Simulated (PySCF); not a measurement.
Compound: C₆H₉FO.
Numbering: `[CH3:1][C@@H:2]1[CH:3]=[CH:4][C@@H:5]([CH2:6][F:7])[O:8]1`

NICS = −σ at a ghost point: NICS(0) at the centroid of the ring atoms, NICS(1) 1 Å to either side along the normal of their mean plane, zz for the tensor component along that normal. Level: GIAO PBE0/pcSseg-1 (PySCF, non-relativistic, gas phase) on the GFN2-xTB geometry, one conformer.

Ring bond lengths (Å), with Mayer bond orders in brackets: C2–C3 1.501 (1.02), C3–C4 1.320 (1.86), C4–C5 1.501 (1.02), C5–O8 1.417 (0.91), O8–C2 1.428 (0.90).

What do the NICS probes read (ppm)?

```csv
ring,type,NICS(0),"NICS(1), two faces","NICS(1)zz, two faces",rms pucker (Å),"centre to ring atoms, mean (Å)"
C2–C3–C4–C5–O8,"5-membered ring with O; formal bonds 1 double, 4 single",-4.8,-3.1 / -3.0,-5.1 / -4.5,0.01,1.22
```

What do they say, and how far can they be read as aromaticity?

- C2–C3–C4–C5–O8: mean NICS(1)zz -4.8 ppm, shielded. C2, C5 have four or more neighbours; no verdict on aromaticity is drawn.

How shielded are the nuclei of the rings and their hydrogens (means over atoms taken as equivalent)?

| atoms | environment | σ isotropic (ppm) |
| --- | --- | --- |
| C2 | sp3 carbon bound to oxygen | 97.9 |
| C3 | alkene CH carbon | 46.8 |
| C4 | alkene CH carbon | 49.9 |
| C5 | sp3 carbon bound to oxygen | 96.8 |
| O8 | cyclic ether oxygen | 268.2 |
| H on C2 | methine hydrogen | 26.51 |
| H on C3 | vinylic hydrogen | 25.67 |
| H on C4 | vinylic hydrogen | 25.42 |
| H on C5 | methine hydrogen | 26.43 |

On one thread of an AMD EPYC 9R45, no GPU, shared host, this took 13 s wall and 0.82 GiB of memory at its peak. This is the whole shielding run at PBE0/pcSseg-1, SCF included.

The values belong to the conformer `[CH3:1][C@@H:2]1[CH:3]=[CH:4][C@@H:5]([CH2:6][F:7])[O:8]1`: C4–C5–C6–F7 -73°.
